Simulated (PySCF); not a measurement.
## Dipole moment and polarisability of `C=C(F)/C=C/C=C\F`

Species: C6H6F2.
Geometry (PBE0-D3(BJ)/def2-SVP, Å), atoms numbered from 1 in this order:
```
atom  x, y, z in Å
C1    -3.0627    0.0084    0.3062
C2    -1.8867   -0.1789   -0.3058
F3    -1.8657   -0.6932   -1.5409
C4    -0.5800    0.1239    0.2389
C5     0.5752   -0.0903   -0.4254
C6     1.8787    0.2099    0.1164
C7     3.0303    0.0137   -0.5392
F8     3.0708   -0.4799   -1.7707
H9    -3.9964   -0.2533   -0.1926
H10   -3.0928    0.4252    1.3122
H11   -0.5705    0.5493    1.2468
H12    0.5329   -0.5151   -1.4321
H13    1.9534    0.6273    1.1242
H14    4.0225    0.2376   -0.1384
```

Level: CAM-B3LYP/def2-SVPD (PySCF), static field, nuclei fixed, core orbitals frozen in the response. The polarisability tensor in these axes (au):

```
x   158.34  -2.25 -20.96
y    -2.25  50.39   6.86
z   -20.96   6.86  67.21
```

Give the principal values, the mean and the anisotropy Δα = √{½[(α1 − α2)² + (α2 − α3)² + (α1 − α3)²]}.

Principal values 47.68, 65.20 and 163.05 au; mean 91.98 au = 13.63 Å³ = 15.17 × 10⁻⁴⁰ C²·m²/J; Δα = 107.68 au (117 % of the mean).

What is the dipole moment, and where does it point?

(0.55, 1.02, 2.41) D, 2.67 D in size, pointing from the negative to the positive side. Measured along this direction, the outermost atoms are F3 at the negative end and H13 at the positive end.

Rayleigh depolarisation ratio (linearly polarised light, static tensor)?

ρ = 3Δα²/(45ᾱ² + 4Δα²) = 34788.1/(380715 + 46384.2) = 0.0815.

Orientational against electronic polarisability at 298 K (dilute gas, rigid molecules)?

In Gaussian units μ²/3kT = 57.96 Å³ against 13.63 Å³, a ratio of 4.25; the Debye molar polarisation (4π/3)N_A(α + μ²/3kT) is 180.6 cm³/mol, leaving out the vibrational part.

Directions of the eigenvectors, and the extent of the frame along each?

Largest value along (0.98, -0.03, -0.22), where the nuclei span 7.80 Å; middle along (0.21, 0.38, 0.90), 3.71 Å; least along (-0.05, 0.92, -0.38), 0.03 Å. The response follows the extents in order.

Estimate the molar refractivity from the static electronic polarisability.

Lorentz–Lorenz: R = (4π/3)N_A α = 2.5225 cm³/(mol·Å³) × 13.63 Å³ = 34.4 cm³/mol, in the limit of long wavelengths.

One conformer (not necessarily the lowest) at the PBE0-D3(BJ)/def2-SVP geometry, without solvent, vibrations or thermal averaging.
